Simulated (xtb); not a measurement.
C₄H₆BFO, SMILES FB1OCC=CC1. All values are semi-empirical tight-binding results from xtb (GFN2-xTB unless named), good for trends rather than for accurate numbers. Coordinates come from a GFN2-xTB optimisation. This is a generated structure with no PubChem entry under its InChIKey; it may be hypothetical. The values are those of a single conformer.

The orbital gap comes out as 5.13 eV and the dipole moment is 2.99 D. The zero-point energy comes out as 61.0 kcal/mol, the G − E(el) at 298.15 K (modified RRHO) is 41.8 kcal/mol and the static polarisability (D4 model) is 62.9 bohr³. The solvation energy, GFN2-xTB/ALPB(water) comes out as -2.5 kcal/mol and the solvation energy, GFN2-xTB/ALPB(ch2cl2) comes out as -5.7 kcal/mol.

Q: Give the IR lines (harmonic; lines under 4 % of the strongest left out, lines within 3 cm⁻¹ merged). (The exact figures need the calculation; the answer reports its results.)

A: ν (cm⁻¹): 405 (w), 690 (m), 833 (w), 845 (m), 993 (w), 1091 (w), 1174 (w), 1202 (s), 1290 (m), 1305 (vs), 1343 (w), 1374 (vs), 1454 (w), 2864 (w), 2898 (w), 2940 (w), 2972 (w), 3052 (w), 3080 (m) (against the strongest line: vs over 80 %, s over 45 %, m over 15 %, w over 4 %, vw less)
